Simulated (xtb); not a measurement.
xtb input (GFN2-xTB):

```bash
xtb mol.xyz --gfn 2 --ohess tight --chrg 0 --uhf 0
```
mol.xyz:
```
13

Si     1.80149477    -0.99810122     0.45915516
O      0.49865196    -0.20659964     1.11421304
C      0.04821829     1.05372400     0.71993659
O     -0.43462757     1.00298458    -0.54347281
Si    -1.75974102     0.15541078    -1.02878503
H      1.41332071    -1.61158589    -0.89995726
H      2.85559913    -0.00558615     0.23968742
H      2.16710899    -2.04796569     1.37505177
H     -0.73708617     1.27502417     1.44046978
H      0.79525111     1.76533328     0.78551834
H     -2.21967572     0.78814078    -2.33652079
H     -1.49372278    -1.23244138    -1.26744768
H     -2.86347986     0.27920045    -0.01520451
```

End of the output:

```
           -------------------------------------------------
          | TOTAL ENERGY              -17.926565229052 Eh   |
          | TOTAL ENTHALPY            -17.832807130314 Eh   |
          | TOTAL FREE ENERGY         -17.874597647190 Eh   |
          | GRADIENT NORM               0.000241293035 Eh/α |
          | HOMO-LUMO GAP               6.434970372949 eV   |
Note: The following floating-point exceptions are signalling: IEEE_UNDERFLOW_FLAG IEEE_DENORMAL
normal termination of xtb
           -------------------------------------------------

------------------------------------------------------------------------
------------------------------------------------------------------------
 total:
 SCF:
 ANC optimizer:
 analytical hessian:
```
